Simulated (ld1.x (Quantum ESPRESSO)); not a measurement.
Scattering properties, TM potential for nickel

ld1.x (Quantum ESPRESSO) 7.5 input, shortened:

```
&input
   title='Ni', zed=28., rel=1, dft='BP', iswitch=3,
   config='[Ar] 3d8 4s1.5 4p0.5'
 /
 &inputp
   pseudotype=2, tm=.true., lloc=1,
   nlcc=.true., new_core_ps=.true., rcore=1.60
 /
3
4S  1  0   1.50   0.00  2.15  2.15  0.0
3D  3  2   8.00   0.00  1.65  1.65  0.0
4P  2  1   0.50   0.00  2.00  2.00  0.0
 &test
   configts(1)='3d8 4s1.5 4p0.5'
 /
```

The phase is arctan(r·u′/u) with u = r·R(r), unwrapped; energies in Ry, scanned from -3 to 5 Ry. A pole is an energy at which the radial function vanishes at the test radius. The pseudo phase is shifted by a multiple of π to meet the all-electron one at the reference energy, and phase errors are pseudo minus all-electron; the curves can meet again beyond the range given. Levels narrower than the energy grid can be missing from the lists of poles.

Task: For each channel, where are the poles, and over which energies does the pseudopotential scatter like the atom?

Result:

```tsv
channel	radius (bohr)	reference energy (Ry)	poles, all-electron	poles, pseudo	unbroken range about the reference energy with phases within 0.05 rad	phase error 1 Ry above the reference energy (rad)
s	2.34	-0.48	1.96	2.20	below 3.6	+0.010
p	2.34	-0.14	3.14	2.74	below 3.2	-0.022
d	2.34	-0.74	-0.59	-0.58	below 0.3	+0.048
```

Note: ghost state, extra bound levels that the all-electron valence spectrum of the same l lacks: s at -227.8 eV. A true bound ghost makes a file unfit for plane-wave use.

Phases in the d channel:

```
E (Ry)  all-electron  pseudo
 -3.00         1.329   1.334
 -2.52         1.306   1.312
 -2.04         1.273   1.282
 -1.56         1.214   1.227
 -1.08         1.012   1.036
 -0.60        -1.554  -1.546
 -0.12        -1.827  -1.798
  0.36        -1.942  -1.887
  0.84        -2.082  -1.974
  1.32        -2.333  -2.090
  1.80        -2.898  -2.282
  2.28        -3.746  -2.645
  2.76        -4.222  -3.274
  3.24        -4.434  -3.870
  3.72        -4.547  -4.199
  4.20        -4.619  -4.372
  4.68        -4.671  -4.474
```
